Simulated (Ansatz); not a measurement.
One change: `C[Se][Al]([F])[Cl]` becomes `[F][Al]([Cl])[Cl]`.

Ansatz, PBE0-D4/def2-TZVP geometries, multiplicity 1. Each molecule was computed in one conformer, which needn't be the lowest.

Scalar relativity is left out up to krypton.

| property | `C[Se][Al]([F])[Cl]` |
| --- | --- |
| LUMO energy (PBE0/def2-TZVPP) / eV | -0.98 |
| LUMO energy (PBE/def2-TZVPP) / eV | -1.80 |
| size of the dipole moment (ωB97M-V/def2-TZVPP) / D | 2.25 |
| HOMO energy (PBE/def2-TZVPP) / eV | -6.16 |
| ideal-gas entropy at 298 K and 1 bar (rigid rotor, harmonic PBE0-D4/def2-TZVP) / J/(mol·K) | 388 |
| HOMO–LUMO gap (ωB97M-V/def2-TZVPP) / eV | 10.09 |

Question: Give the same properties after the change, and the shifts. (Best estimate.)

Answer: The calculation gave: 
| property | `[F][Al]([Cl])[Cl]` | shift |
| --- | --- | --- |
| LUMO energy (PBE0/def2-TZVPP) / eV | -1.31 | -0.33 |
| LUMO energy (PBE/def2-TZVPP) / eV | -2.17 | -0.37 |
| size of the dipole moment (ωB97M-V/def2-TZVPP) / D | 0.44 | -1.81 |
| HOMO energy (PBE/def2-TZVPP) / eV | -8.18 | -2.02 |
| ideal-gas entropy at 298 K and 1 bar (rigid rotor, harmonic PBE0-D4/def2-TZVP) / J/(mol·K) | 311 | -77 |
| HOMO–LUMO gap (ωB97M-V/def2-TZVPP) / eV | 12.30 | 2.21 |

With PBE0 the HOMO falls by 2.34 eV and the LUMO falls by 0.33 eV, so the gap widens by about 2.01 eV. PBE moves the HOMO by -2.02 eV and ωB97M-V by -2.48 eV. The zero-point energy changes by -96.9 kJ/mol with -12 modes. Dipoles are sizes alone; their direction can turn. Modes under 60 cm⁻¹, often nearly free rotors, make the harmonic entropy too high.

Spin–orbit coupling is left out; it splits and shifts lone-pair levels of the heavy atoms by tenths of an eV.
